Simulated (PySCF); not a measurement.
Al(Br)(vinyl)(NH2) (C2H5AlBrN), SMILES C=[CH][Al]([NH2])[Br].

The structure is a stationary point at ωB97X-D3(BJ)/def2-SVP. The structure was generated by enumeration; whether it is a known compound was not checked. The values are those of a single conformer.

Two levels are set side by side: TDA-PBE/def2-SVPD (PySCF) and TDA-PBE0/def2-SVPD (PySCF). Vertical, same geometry. The lowest singlet is HOMO→LUMO 94 % with PBE and HOMO→LUMO 95 % with the other functional; states are paired by order. Differences are taken from unrounded values.

| quantity | TDA-PBE |
|---|---|
| lowest singlet excitation (eV) | 4.47 |
| lowest triplet excitation (TDA) (eV) | 3.94 |
| first bright state (f over 0.05) (eV) | 5.41 |
| its oscillator strength | 0.06 |

These are the TDA-PBE values. What does TDA-PBE0 give? (Estimate from the structure and the level; the computed values follow.)


| quantity | TDA-PBE0 | TDA-PBE minus TDA-PBE0 |
|---|---|---|
| lowest singlet excitation (eV) | 5.57 | -1.09 |
| lowest triplet excitation (TDA) (eV) | 3.98 | -0.04 |
| first bright state (f over 0.05) (eV) | 6.44 | -1.03 |
| its oscillator strength | 0.17 | -0.11 |

Functionals without exact exchange tend to place singlet excitations lower, as here. Differences between two approximate levels are no errors against the true value.

Rough cost on one machine, each run with all the roots and properties that it gave: TDA-PBE0 against TDA-PBE about 2 times.
